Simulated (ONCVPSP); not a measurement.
# What the settings do to the ONCV potential of lithium (Li)

Base potential:

lithium (Li), optimised norm-conserving Vanderbilt (ONCV), made with ONCVPSP 4.0.1 (PW91, scalar-relativistic). Core none, reference 1s2 2s0.75 2p0.25. Waves: 1s+2s: rc 1.10 bohr, ncon 3, nbas 6, qcut 9.3 1/bohr, 2 projectors; 2p: rc 4.00 bohr, ncon 4, nbas 7, qcut 1.9 1/bohr, 2 projectors, debl 0.8 Ha; d scattering state at 0.23 Ha: rc 3.75 bohr, ncon 4, nbas 8, qcut 2.6 1/bohr, 2 projectors, debl 1.2 Ha. Local part: polynomial inside 1.10 bohr (lpopt 5, dvloc0 4 Ha). Core correction: none.

Cutoffs, loose and tight: the cutoffs (Ha) at which the residual kinetic energy of the hardest occupied pseudo-wave falls to 1 and 0.1 mHa per electron. They do not see the model core or the augmentation charge, which bear on the density cutoff. Test errors are all-electron minus pseudo excitation energies from the reference, over the configurations 1s2 2s1 2p0; 1s2 2s0 2p0; 1s2 2s0.5 2p0; 1s2 2s0 2p1. A dash means not determined; rows that change the core or the reference have their own tests.

A true bound ghost makes a file unfit for plane-wave use even where its test errors are small: the radial tests pick states by their node count and pass the ghost by.

```csv
change,outcome,"cutoff, loose","cutoff, tight",bound ghosts,GHOST(+) flags above zero,largest test error (meV)
base,generated,34 Ha,40 Ha,none,d,-10
p: qcut 1.8,generated,34 Ha,40 Ha,none,d,-11
"local potential polynomial inside 0.75 bohr (lpopt 5, dvloc0 0 Ha)",generated,34 Ha,40 Ha,p,d,-10
"local potential polynomial inside 1.10 bohr (lpopt 5, dvloc0 0 Ha)",generated,34 Ha,40 Ha,p,d,-10
s: nproj 3,generated,34 Ha,40 Ha,none,d,-10
```

**Question.** What comes out with this change to the base: s: qcut 12.7; p: qcut 2.6; d: qcut 3.6?

**Answer.** outcome: generated; cutoff, loose: 48 Ha; cutoff, tight: 58 Ha; bound ghosts: none; GHOST(+) flags above zero: none; largest test error (meV): -6.0.

**Question.** What comes out with this change to the base: s: ncon 5, nbas 8?

**Answer.** outcome: generated; cutoff, loose: 41 Ha; cutoff, tight: 114 Ha; bound ghosts: none; GHOST(+) flags above zero: d; largest test error (meV): -10.
